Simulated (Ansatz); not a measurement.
`[OH][Sc]([Cl])[Cl]` + H–F → `[F][Sc]([Cl])[Cl]` + H₂O at 298.15 K and 1 bar (ligand exchange at the Sc–O bond).

Program: Ansatz. Geometries: PBE0-D4/def2-TZVP. ΔE: electronic, gas phase. CCSD(T)/CBS adds triple-zeta CCSD(T) − MP2 to the extrapolated MP2 energy (def2 sets, frozen cores). This one scheme is used for every species. For Sc outer-core shells are correlated without core-valence functions, which leaves a few kJ/mol of doubt a bond. Scalar relativity is left out up to krypton. Each species was taken in one conformer, which may not be the lowest.

```tsv
species	CCSD(T)/CBS energy (Eh)	H − E (kJ/mol)	S (J/(mol·K))
`[OH][Sc]([Cl])[Cl]`	-1755.74696	58.7	345.4
H–F	-100.39570	33.5	173.6
`[F][Sc]([Cl])[Cl]`	-1779.77783	28.8	333.5
H₂O	-76.37941	66.4	188.7
```

H − E and S are ideal-gas, rigid-rotor, harmonic terms from PBE0-D4/def2-TZVP, for one conformer and one mirror image of each species. 1 Eh = 2625.50 kJ/mol, R = 8.31446 J/(mol·K).

Question: By hand: ΔE, ΔH, ΔS and ΔG.

Answer: ΔE = (-1779.77783) + (-76.37941) − (-1755.74696) − (-100.39570) = -0.01458 Eh = -38.3 kJ/mol. Δ(H − E) = 28.8 + 66.4 − 58.7 − 33.5 = 3.0, so ΔH = -35.3 kJ/mol. ΔS = 333.5 + 188.7 − 345.4 − 173.6 = 3.2 J/(mol·K). ΔG = -35.3 − 298.15 × (3.2)/1000 = -36.3 kJ/mol.

Question: By hand: the equilibrium constant, and the temperature at which ΔG would vanish if ΔH and ΔS stayed fixed.

Answer: log₁₀ K = −ΔG/(RT ln 10) = 6.4. ΔH and −TΔS have one sign here, so there is no such temperature.

The number of gas molecules stays the same, so ΔS is small and ΔH decides. A doubt of 5 kJ/mol in ΔE shifts log₁₀ K by 0.9 here. Other conformers and mirror images would add mixing entropy, several J/(mol·K) or more a flexible species. These are equilibria of isolated gas molecules and say nothing of rates. Largest T1 diagnostic: 0.015 (customary marks: 0.02 for closed shells, 0.045 for open ones).

ΔS is within the doubt of such terms, so its sign, and with it that verdict, could turn.
